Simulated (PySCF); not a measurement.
**Mass spectrum arithmetic for `C=C(C)[C@H]1CC[CH2][AlH]1`**

Species: `CC(=C)[C@@H]1[AlH][CH2]CC1`.

Calculated from tabulated atomic weights, isotope masses and abundances; no fragmentation.

Task: Find the molar and monoisotopic masses of C7H13Al.

Result: For C7H13Al, with standard atomic weights, 7 × 12.011 + 1 × 26.982 + 13 × 1.008 = 124.163 g/mol. From the most abundant isotopes (12C, 27Al, 1H), 7 × 12.000000 + 1 × 26.981539 + 13 × 1.007825 = 124.0833 u.

Task: Give the isotope pattern of the molecular ion M+•, merging species of the same nominal mass.

Result: 
```json
{"nominal mass": "124", "m/z (centroid)": "124.0827", "relative intensity": "100.0"}
{"nominal mass": "125", "m/z (centroid)": "125.0861", "relative intensity": "7.7"}
{"nominal mass": "126", "m/z (centroid)": "126.0896", "relative intensity": "0.3"}
```

Lines under 0.1 % of the tallest are left out. One electron mass, 0.00055 u, is taken off. Abundances used (%; other tables differ somewhat): 12C 98.93, 13C 1.07; 1H 99.9885, 2H 0.0115.

Task: Give the mass fraction of each element.

Result: C 67.72 %, Al 21.73 %, H 10.55 %.

Task: Which singly substituted isotopologues are there?

Result: Intensity in % of the monoisotopic species:

```
isotope  mass shift (u)       m/z  intensity (%)
    13C        +1.00335  125.0861           7.57
     2H        +1.00628  125.0890           0.15
```

Species under 0.02 % are left out.

Task: Which m/z would the protonated, sodiated and deprotonated molecule have?

Result: [M+H]+ 125.0905, [M+Na]+ 147.0725, [M−H]− 123.0760, for the monoisotopic species (arithmetic only; whether such ions form is another matter).
